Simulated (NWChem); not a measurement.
SiNH5O; SMILES N[SiH2]O

```xyz
8

Si    -0.4691     0.0315    -0.0007
N      0.4117    -1.4395     0.0041
O      0.5420     1.3622     0.0068
H     -1.3349     0.0833     1.2183
H     -1.3103     0.0178    -1.2351
H      0.8229    -1.7781    -0.8581
H      0.9871    -1.6894     0.8006
H      0.1444     2.2079     0.2334
```
Atoms are numbered in this order, from 1.

Level: PBE0/def2-SVP (NWChem), optimised geometry, unscaled harmonic frequencies. 

**Question.** List the harmonic frequencies with IR intensities, and the thermochemistry.

**Answer.** 
| frequency (cm⁻¹) | IR intensity (km/mol) |
|---|---|
| 57 | 55.6 |
| 250 | 67.9 |
| 297 | 74.8 |
| 427 | 173.7 |
| 562 | 44.1 |
| 751 | 120.0 |
| 810 | 89.7 |
| 830 | 77.9 |
| 886 | 33.5 |
| 903 | 61.6 |
| 961 | 151.2 |
| 995 | 253.5 |
| 1547 | 46.1 |
| 2219 | 185.4 |
| 2233 | 129.0 |
| 3616 | 31.0 |
| 3714 | 39.5 |
| 3930 | 75.4 |

- zero-point energy = 35.7 kcal/mol
- thermal correction to the enthalpy at 298.15 K (with zero-point energy) = 39.7 kcal/mol
- heat capacity Cv = 17.8 cal/(mol K)
- entropy at 298.15 K and 1 atm (symmetry number 1) = 72.0 cal/(mol K)
- dipole moment = 0.48 D

Rigid rotor and harmonic oscillator; modes under 100 cm⁻¹ make the entropy uncertain.
